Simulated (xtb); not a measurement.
C$_{2}$H$_{4}$NO, charge -1, singlet, from a rough starting geometry; xtb with GFN2-xTB.

The xtb input:
```
$ xtb mol.xyz --gfn 2 --chrg -1 --opt vtight --json

# file mol.xyz
8

O      0.54023553     1.85750361    -0.04297921
C      0.16891879     0.67519326    -0.04180480
N      1.03473388    -0.41533608    -0.12903116
C     -1.26120485     0.18322004    -0.06011932
H      0.82453264    -1.36646896     0.12068849
H     -1.48861707    -0.55198138    -0.84689662
H     -1.57513892    -0.20852505     0.96330646
H      2.04153192    -0.16188034     0.07514827
```

It wrote (shortened):

```
   ID    Z sym.   atoms
    1    8 O      1
    2    6 C      2, 4
    3    7 N      3
    4    1 H      5-8

           -------------------------------------------------
          |                Calculation Setup                |
           -------------------------------------------------

           -------------------------------------------------
          |                 G F N 2 - x T B                 |
           -------------------------------------------------

          ...................................................
          :                      SETUP                      :
          :.................................................:
          :  # basis functions                  20          :
          :  # atomic orbitals                  20          :
          :  # shells                           12          :
          :  # electrons                        24          :
          :  max. iterations                   250          :
          :  Hamiltonian                  GFN2-xTB          :
          :  restarted?                      false          :
          :  GBSA solvation                  false          :
          :  PC potential                    false          :
          :  electronic temp.          300.0000000     K    :
          :  accuracy                    1.0000000          :
          :  -> integral cutoff          0.2500000E+02      :
          :  -> integral neglect         0.1000000E-07      :
          :  -> SCF convergence          0.1000000E-05 Eh   :
          :  -> wf. convergence          0.1000000E-03 e    :
          :  Broyden damping             0.4000000          :
          :  net charge                         -1          :
          :  unpaired electrons                  0          :
          ...................................................

 iter      E             dE          RMSdq      gap      omega  full diag
   1    -13.4109267 -0.134109E+02  0.552E+00    3.84       0.0  T
   2    -13.5058947 -0.949680E-01  0.294E+00    1.19       1.0  T
   3    -13.5102583 -0.436354E-02  0.186E+00    1.47       1.0  T
   4    -13.5073703  0.288800E-02  0.843E-01    0.92       1.0  T
   5    -13.5120030 -0.463272E-02  0.223E-01    1.29       1.0  T
   6    -13.5122330 -0.230064E-03  0.103E-01    1.19       1.0  T
   7    -13.5122349 -0.182330E-05  0.342E-02    1.19       1.0  T
   8    -13.5122364 -0.150837E-05  0.145E-02    1.21       2.4  T
   9    -13.5122374 -0.103288E-05  0.204E-03    1.20      17.3  T
  10    -13.5122374 -0.859732E-08  0.658E-04    1.20      53.8  T
  11    -13.5122374 -0.171961E-08  0.186E-04    1.20     189.7  T

   *** convergence criteria satisfied after 11 iterations ***

         :::::::::::::::::::::::::::::::::::::::::::::::::::::
         ::                     SUMMARY                     ::
         :::::::::::::::::::::::::::::::::::::::::::::::::::::
         :: total energy             -13.392239231076 Eh    ::
         :: gradient norm              0.109768813387 Eh/a0 ::
         :: HOMO-LUMO gap              1.198831107336 eV    ::
         ::.................................................::
         :: SCC energy               -13.512236632351 Eh    ::
         :: -> isotropic ES            0.184857103640 Eh    ::
         :: -> anisotropic ES          0.012073983012 Eh    ::
         :: -> anisotropic XC          0.003727834144 Eh    ::
         :: -> dispersion             -0.004279404168 Eh    ::
         :: repulsion energy           0.119997401275 Eh    ::
         :: add. restraining           0.000000000000 Eh    ::
         :: total charge              -1.000000000000 e     ::
         :::::::::::::::::::::::::::::::::::::::::::::::::::::

      -----------------------------------------------------------
     |                   =====================                   |
     |                        A N C O P T                        |
     |                   =====================                   |
     |               Approximate Normal Coordinate               |
     |                Rational Function Optimizer                |
      -----------------------------------------------------------
      -----------------------------------------------------------
     |                   =====================                   |
     |                        A N C O P T                        |
     |                   =====================                   |
     |               Approximate Normal Coordinate               |
     |                Rational Function Optimizer                |
      -----------------------------------------------------------

          ...................................................
          :                      SETUP                      :
          :.................................................:
          :   optimization level         verytight          :
          :   max. optcycles                   200          :
          :   ANC micro-cycles                  20          :
          :   degrees of freedom                18          :
          :.................................................:
          :   RF solver                   davidson          :
          :   write xtbopt.log                true          :
          :   linear?                        false          :
          :   energy convergence         0.1000000E-06 Eh   :
          :   grad. convergence          0.2000000E-03 Eh/α :
          :   maxmium RF displ.          1.0000000          :
          :   Hlow (freq-cutoff)         0.1000000E-01      :
          :   Hmax (freq-cutoff)         5.0000000          :
          :   S6 in model hess.         20.0000000          :
          ...................................................

generating ANC from exact Hessian ...
Using Lindh-Hessian (1995)
 Shifting diagonal of input Hessian by    1.3722839277591561E-004
 Lowest  eigenvalues of input Hessian
[...]
 * total energy  :   -13.4611927 Eh     change       -0.1527267E-03 Eh
 * total energy  :   -13.4613184 Eh     change       -0.1256593E-03 Eh
 * total energy  :   -13.4614235 Eh     change       -0.1051860E-03 Eh
 * total energy  :   -13.4614797 Eh     change       -0.5620877E-04 Eh
 * total energy  :   -13.4614890 Eh     change       -0.9286010E-05 Eh
 * total energy  :   -13.4614940 Eh     change       -0.4957109E-05 Eh
 * total energy  :   -13.4614956 Eh     change       -0.1603605E-05 Eh
 * total energy  :   -13.4614971 Eh     change       -0.1505686E-05 Eh
 * total energy  :   -13.4614978 Eh     change       -0.6706028E-06 Eh
 * total energy  :   -13.4614989 Eh     change       -0.1099852E-05 Eh
 * total energy  :   -13.4614993 Eh     change       -0.4315451E-06 Eh
 * total energy  :   -13.4614995 Eh     change       -0.2330042E-06 Eh
 * total energy  :   -13.4614996 Eh     change       -0.1533324E-07 Eh
   *** GEOMETRY OPTIMIZATION CONVERGED AFTER 27 ITERATIONS ***
[...]
          :  net charge                         -1          :
          :  unpaired electrons                  0          :
          ...................................................

 iter      E             dE          RMSdq      gap      omega  full diag
   1    -13.6092887 -0.136093E+02  0.358E-05    4.95       0.0  T
   2    -13.6092887 -0.182609E-11  0.192E-05    4.95    1842.7  T
   3    -13.6092887 -0.113864E-11  0.118E-05    4.95    3002.9  T

   *** convergence criteria satisfied after 3 iterations ***

         :::::::::::::::::::::::::::::::::::::::::::::::::::::
         ::                     SUMMARY                     ::
         :::::::::::::::::::::::::::::::::::::::::::::::::::::
         :: total energy             -13.461499551872 Eh    ::
         :: gradient norm              0.000021123378 Eh/a0 ::
         :: HOMO-LUMO gap              4.946171672102 eV    ::
         ::.................................................::
         :: SCC energy               -13.609288170190 Eh    ::
         :: -> isotropic ES            0.193981220642 Eh    ::
         :: -> anisotropic ES          0.008686625027 Eh    ::
         :: -> anisotropic XC          0.004008210140 Eh    ::
         :: -> dispersion             -0.004031795843 Eh    ::
         :: repulsion energy           0.147788618318 Eh    ::
         :: add. restraining           0.000000000000 Eh    ::
         :: total charge              -1.000000000000 e     ::
         :::::::::::::::::::::::::::::::::::::::::::::::::::::

           -------------------------------------------------
          |                Property Printout                |
           -------------------------------------------------

    * Orbital Energies and Occupations

         #    Occupation            Energy/Eh            Energy/eV
      -------------------------------------------------------------
         1        2.0000           -0.4199483             -11.4274
         2        2.0000           -0.4041354             -10.9971
         3        2.0000           -0.3630945              -9.8803
         4        2.0000           -0.3297822              -8.9738
         5        2.0000           -0.3129563              -8.5160
         6        2.0000           -0.2813038              -7.6547
         7        2.0000           -0.2506716              -6.8211
         8        2.0000           -0.2339476              -6.3660
         9        2.0000           -0.2249290              -6.1206
        10        2.0000           -0.1791047              -4.8737
        11        2.0000           -0.1320070              -3.5921
        12        2.0000           -0.0964354              -2.6241 (HOMO)
        13                          0.0853330               2.3220 (LUMO)
        14                          0.2521169               6.8604
        15                          0.3371772               9.1751
        16                          0.3757195              10.2238
        17                          0.3908660              10.6360
        18                          0.4998369              13.6013
        19                          0.6902798              18.7835
        20                          0.8708639              23.6974
      -------------------------------------------------------------
                  HL-Gap            0.1817685 Eh            4.9462 eV
             Fermi-level           -0.0055512 Eh           -0.1511 eV

     #   Z          covCN         q      C6AA      α(0)
     1   8 O        0.857    -0.659    27.612     7.045
     2   6 C        2.742     0.228    23.207     7.888
     3   7 N        2.633    -0.390    30.089     8.147
     4   6 C        2.840    -0.239    34.430     9.616
     5   1 H        0.860     0.093     1.867     2.141
     6   1 H        0.925    -0.081     4.926     3.471
     7   1 H        0.926    -0.062     4.385     3.275
     8   1 H        0.860     0.109     1.717     2.053

 Mol. C6AA /au·bohr⁶  :        802.923700
 Mol. C8AA /au·bohr⁸  :      17104.899096
 Mol. α(0) /au        :         43.634326

Wiberg/Mayer (AO) data.
largest (>0.10) Wiberg bond orders for each atom

 ---------------------------------------------------------------------------
     #   Z sym  total        # sym  WBO       # sym  WBO       # sym  WBO
 ---------------------------------------------------------------------------
     1   8 O    1.744 --     2 C    1.420     4 C    0.217
     2   6 C    3.944 --     4 C    1.578     1 O    1.420     3 N    0.942
     3   7 N    3.032 --     5 H    0.976     8 H    0.974     2 C    0.942
     4   6 C    3.803 --     2 C    1.578     7 H    0.977     6 H    0.975
                             1 O    0.217
     5   1 H    0.991 --     3 N    0.976
     6   1 H    0.994 --     4 C    0.975
     7   1 H    0.996 --     4 C    0.977
     8   1 H    0.988 --     3 N    0.974
 ---------------------------------------------------------------------------

Topologies differ in total number of bonds
Writing topology from bond orders to xtbtopo.mol

molecular dipole:
                 x           y           z       tot (Debye)
 q only:        0.122      -1.738      -0.239
   full:        0.128      -2.075      -0.033       5.285
molecular quadrupole (traceless):
                xx          xy          yy          xz          yz          zz
 q only:        0.463      -2.821      -4.434       0.323      -2.874       3.971
  q+dip:        2.475      -3.228      -5.176       1.296      -3.469       2.702
   full:        2.170      -3.431      -4.951       1.346      -3.535       2.781

optimized geometry written to: xtbopt.xyz

           -------------------------------------------------
          | TOTAL ENERGY              -13.461499551872 Eh   |
          | GRADIENT NORM               0.000021123378 Eh/α |
          | HOMO-LUMO GAP               4.946171672102 eV   |
           -------------------------------------------------

normal termination of xtb
```
